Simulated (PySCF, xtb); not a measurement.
Si(OSiH3)(H)(NHSiH3)(Cl) (ClH₈NOSi₃), SMILES Cl[SiH](O[SiH3])N[SiH3].

GFN2-xTB (xtb) at its own geometry gives an orbital gap of 5.26 eV and a dipole moment of 2.57 D.

Coordinates come from a B3LYP-D3(BJ)/def2-SVP optimisation. One conformer was computed; it need not be the lowest.

Question: What does PySCF with PBE/def2-TZVP give? (An estimate is asked for; the answer gives what the named calculation found.)

Answer: gap 5.58 eV (levels -6.55 and -0.97 eV), dipole 1.16 D.
